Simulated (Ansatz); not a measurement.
Computed with Ansatz on PBE0-D4/def2-TZVP structures; ΔE is electronic, products minus reactants. CCSD(T)/CBS is the MP2 limit (def2-TZVPP, def2-QZVPP) plus CCSD(T) − MP2 in def2-TZVPP, frozen cores. This one scheme is used for every species. DFT in def2-TZVPP. B3LYP here is the variant with VWN-RPA as its local correlation; programs differ in this. Open shells (•) are unrestricted, without spin–orbit coupling.

Reaction (hydrogen abstraction from the Si–H bond): `N#C[SiH](F)Cl` + `[CH3]`• → `N#C[Si](F)Cl`• + CH₄

```csv
species,B3LYP energy (Eh)
`N#C[SiH](F)Cl`,-943.24260
`[CH3]`•,-39.85989
`N#C[Si](F)Cl`•,-942.58541
CH₄,-40.53912
```

(1) Work out ΔE.

Largest T1 diagnostic among the species: 0.017.

## Answers

(1) ΔE = (-942.58541) + (-40.53912) − (-943.24260) − (-39.85989) = -0.02204 Eh = -0.60 eV. CCSD(T)/CBS gives -0.49 eV.

Leaving LDA and LC-ωPBE aside and taking each functional with its dispersion term where it has one, the values, not all of them listed here, spread over 0.34 eV, from PBE-D4 to BHLYP-D4. LDA lies −0.15 eV from PBE without D4. From BLYP to BHLYP (50 % exact exchange), in def2-TZVPP and without D4, ΔE moves by +0.25 eV. In def2-TZVPP, CCSD(T) changes the Hartree–Fock value by −0.30 eV (the triples alone add −0.05 eV) and MP2 by −0.34 eV.
